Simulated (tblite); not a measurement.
Species: C6H11OP.
Bonds: C1–C2 (triple), C2–P3, P3–O4 (double), P3–C5, C5–C6, P3–C7, C7–C8. Hydrogens: H9 on C1; H10, H11 on C5; H12, H13, H14 on C6; H15, H16 on C7; H17, H18, H19 on C8.

Computed geometry: GFN2-xTB, gas phase.

What internal coordinates does the optimisation give?

```tsv
bond	length (Å)	order
C1≡C2	1.201	triple
C2–P3	1.780	single
P3=O4	1.467	double
P3–C5, P3–C7	1.840	single
C5–C6, C7–C8	1.520	single
C1–H9	1.052	single
C5–H10, C7–H16	1.094	single
C5–H11, C7–H15	1.092	single
C6–H12 and 5 like bonds	1.088	single
```

Bonds in one row agree within 0.01 Å and their mean is given. Orders are formal, as drawn. A selection of angles:
```tsv
angle	degrees
C1–C2–P3	175.8
C2–P3–O4	114.1
C2–P3–C5	103.3
C2–P3–C7	102.5
O4–P3–C5	113.2
C5–P3–C7	108.8
P3–C5–C6	114.6
P3–C7–C8	109.4
```

Dihedral angles: C2–P3–C5–C6 57° (synclinal); C2–P3–C7–C8 -178° (antiperiplanar). The mirror-image conformer, all signs reversed, is as good.

The C–C distances run from 1.201 Å (C1≡C2, drawn triple) to 1.520 Å (C7–C8, drawn single), a spread of 0.319 Å. The C–P distances run from 1.780 Å (C2–P3, drawn single) to 1.841 Å (P3–C7, drawn single), a spread of 0.061 Å. P3 (phosphoryl phosphorus) is distorted tetrahedral (angles from 102.5° to 114.1°). Of the pairs four or more bonds apart, C2···H13 is among the closest relative to their van der Waals radii: 2.76 Å, 95 % of the sum of Bondi's values.

Point group: C1 (no symmetry element, even within 0.4 Å). Its GFN2-xTB frequencies are all real (lowest 59 cm⁻¹). The numbers are those of one conformer. 3 starts were optimised and ended at 0.00, 0.24 and 0.27 kcal/mol (GFN2-xTB); the lowest of these is shown.
